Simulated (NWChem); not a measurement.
All runs are NWChem calculations. System: GeS, charge 0, spin multiplicity 1, at a geometry optimised with PBE0/def2-SVP. The structure started from a generated list of species. Level: CCSD(T)/def2-TZVP, 14 core orbitals frozen.

Part of the output:

```
             Northwest Computational Chemistry Package (NWChem) 7.3.0
             --------------------------------------------------------

                                NWChem Input Module
                                -------------------

 Scaling coordinates for geometry "geometry" by  1.889725989
 (inverse scale =  0.529177249)

 Turning off AUTOSYM since
 SYMMETRY directive was detected!

                             Geometry "geometry" -> ""
                             -------------------------

 Output coordinates in angstroms (scale by  1.889725989 to convert to a.u.)

  No.       Tag          Charge          X              Y              Z
 ---- ---------------- ---------- -------------- -------------- --------------
    1 Ge                  32.0000     0.00000000     0.00000000     0.67268000
    2 S                   16.0000     0.00000000     0.00000000    -1.34535900

 Effective nuclear repulsion energy (a.u.)     134.2584318181

            Nuclear Dipole moment (a.u.)
            ----------------------------
        X                 Y               Z
 ---------------- ---------------- ----------------
     0.0000000000     0.0000000000     0.0000302356

      Symmetry information
      --------------------

 Group name             C2v
 Group number             16
 Group order               4
 No. of unique centers     2

      Symmetry unique atoms

     1    2


 Summary of "ao basis" -> "" (spherical)
 ------------------------------------------------------------------------------
       Tag                 Description            Shells   Functions and Types
 ---------------- ------------------------------  ------  ---------------------
 *                         def2-tzvp                  on all atoms

 Summary of "ao basis" -> "ao basis" (spherical)
 ------------------------------------------------------------------------------
       Tag                 Description            Shells   Functions and Types
 ---------------- ------------------------------  ------  ---------------------
 Ge                        def2-tzvp                16       48   6s5p4d1f
 S                         def2-tzvp                13       37   5s5p2d1f

                                 NWChem SCF Module
                                 -----------------

  ao basis        = "ao basis"
  functions       =    85
  atoms           =     2
  closed shells   =    24
  open shells     =     0
  charge          =   0.00
[...]
 ccsd(t): done       20 out of       61 progress:   32.8%
 ccsd(t): done       21 out of       61 progress:   34.4%
 ccsd(t): done       22 out of       61 progress:   36.1%
 ccsd(t): done       23 out of       61 progress:   37.7%
 ccsd(t): done       24 out of       61 progress:   39.3%
 ccsd(t): done       25 out of       61 progress:   41.0%
 ccsd(t): done       26 out of       61 progress:   42.6%
 ccsd(t): done       27 out of       61 progress:   44.3%
 ccsd(t): done       28 out of       61 progress:   45.9%
 ccsd(t): done       29 out of       61 progress:   47.5%
 ccsd(t): done       30 out of       61 progress:   49.2%
 ccsd(t): done       31 out of       61 progress:   50.8%
 ccsd(t): done       32 out of       61 progress:   52.5%
 ccsd(t): done       33 out of       61 progress:   54.1%
 ccsd(t): done       34 out of       61 progress:   55.7%
 ccsd(t): done       35 out of       61 progress:   57.4%
 ccsd(t): done       36 out of       61 progress:   59.0%
 ccsd(t): done       37 out of       61 progress:   60.7%
 ccsd(t): done       38 out of       61 progress:   62.3%
 ccsd(t): done       39 out of       61 progress:   63.9%
 ccsd(t): done       40 out of       61 progress:   65.6%
 ccsd(t): done       41 out of       61 progress:   67.2%
 ccsd(t): done       42 out of       61 progress:   68.9%
 ccsd(t): done       43 out of       61 progress:   70.5%
 ccsd(t): done       44 out of       61 progress:   72.1%
 ccsd(t): done       45 out of       61 progress:   73.8%
 ccsd(t): done       46 out of       61 progress:   75.4%
 ccsd(t): done       47 out of       61 progress:   77.0%
 ccsd(t): done       48 out of       61 progress:   78.7%
 ccsd(t): done       49 out of       61 progress:   80.3%
 ccsd(t): done       50 out of       61 progress:   82.0%
 ccsd(t): done       51 out of       61 progress:   83.6%
 ccsd(t): done       52 out of       61 progress:   85.2%
 ccsd(t): done       53 out of       61 progress:   86.9%
 ccsd(t): done       54 out of       61 progress:   88.5%
 ccsd(t): done       55 out of       61 progress:   90.2%
 ccsd(t): done       56 out of       61 progress:   91.8%
 ccsd(t): done       57 out of       61 progress:   93.4%
 ccsd(t): done       58 out of       61 progress:   95.1%
 ccsd(t): done       59 out of       61 progress:   96.7%
 ccsd(t): done       60 out of       61 progress:   98.4%
 ccsd(t): done       61 out of       61 progress:  100.0%
 Time for integral evaluation pass     1        3.87
 Time for triples evaluation pass      1        2.72

 pseudo-e(mp4)  -0.24366073067347E-01
 pseudo-e(mp5)   0.17890174106416E-02
        e(t)    -0.22577055656705E-01

 --------------
 CCSD(T) Energy
 --------------
 Reference energy:                   -2472.942571315360965

 CCSD corr. energy:                     -0.398448329442244
 T(CCSD) corr. energy:                  -0.024366073067347
 Total CCSD+T(CCSD) energy:          -2473.365385717870595

 CCSD corr. energy:                     -0.398448329442244
 (T) corr. energy:                      -0.022577055656705
 Total CCSD(T) energy:               -2473.363596700459766

 routine      calls  cpu(0)   cpu-min  cpu-ave  cpu-max   i/o
 aoccsd          1     0.01     0.01     0.01     0.01    0.00
 iterdrv         1     0.01     0.01     0.01     0.01    0.00
 pampt          12     0.05     0.05     0.05     0.05    0.00
 t2pm           12     0.10     0.10     0.10     0.10    0.00
 sxy            12     0.23     0.23     0.23     0.23    0.00
 ints      2213172    40.23    40.23    40.23    40.23    0.00
 t2eri        5220     6.53     6.53     6.53     6.53    0.00
 idx2         5220     0.53     0.53     0.53     0.53    0.00
 idx34          12     0.06     0.06     0.06     0.06    0.00
 ht2pm          12     0.14     0.14     0.14     0.14    0.00
 itm            12     0.68     0.68     0.68     0.68    0.00
 pdiis          12     0.01     0.01     0.01     0.01    0.00
 triples         1     0.00     0.00     0.00     0.00    0.00
 rdtrpo          1     0.01     0.01     0.01     0.01    0.00
 trpmos          1     3.87     3.87     3.87     3.87    0.00
 trpdrv          1     0.33     0.33     0.33     0.33    0.00
 dovvv       67100     1.28     1.28     1.28     1.28    0.00
 doooo       67100     0.28     0.28     0.28     0.28    0.00
 tengy       61000     0.80     0.80     0.80     0.80    0.00
 Total                55.13    55.13    55.13    55.13    0.00

 Task  times  cpu:       59.5s     wall:       59.5s

 Total times  cpu:       59.6s     wall:       59.6s
```

Q: Write an NWChem input that would produce this output.

A: This is not unique; one that fits is 
```
start mol
memory heap 100 mb stack 700 mb global 1900 mb
geometry units angstroms nocenter noautoz
  Ge     0.000000     0.000000     0.672680
  S      0.000000     0.000000    -1.345359
  symmetry group C2v
end
basis spherical
  * library def2-tzvp
end
scf
  rhf
  nopen 0
  maxiter 100
  thresh 1e-7
  semidirect memsize 60000000 filesize 0
end
ccsd
  freeze core 14
  maxiter 60
end
task ccsd(t) energy
```
